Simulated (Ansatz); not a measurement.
Reactions of BFH$_{2}$O$_{2}$ (`OB(O)F`).

Computed with Ansatz on PBE0-D4/def2-TZVP structures; ΔE is electronic, products minus reactants. CCSD(T)/CBS adds triple-zeta CCSD(T) − MP2 to the extrapolated MP2 energy (def2 sets, frozen cores). This one scheme is used for every species. Elements past krypton have def2 core potentials. For Br, Ge, Te outer-core shells are correlated without core-valence functions, which leaves a few kJ/mol of doubt a bond. Scalar relativity is left out up to krypton. One conformer a species, not always the lowest.

Q: Order these by ΔE at CCSD(T)/CBS, lowest first. (An estimate is asked.)
A. `OB(O)F` + `CC(C)[TeH]` → `CC(C)[Te]B(O)O` + H–F
B. `OB(O)F` + H₂O → `OB(O)O` + H–F
C. `OB(O)F` + `[SiH3]Br` → `OB(F)[SiH2]Br` + H₂O
D. `OB(O)F` + `[NH2][GeH3]` → `[NH2][GeH2][B](O)O` + H–F

A: B (+15.1 kJ/mol), A (+93.0 kJ/mol), C (+137.2 kJ/mol), D (+148.6 kJ/mol).

Largest T1 diagnostic: 0.012, for `[NH2][GeH2][B](O)O`.
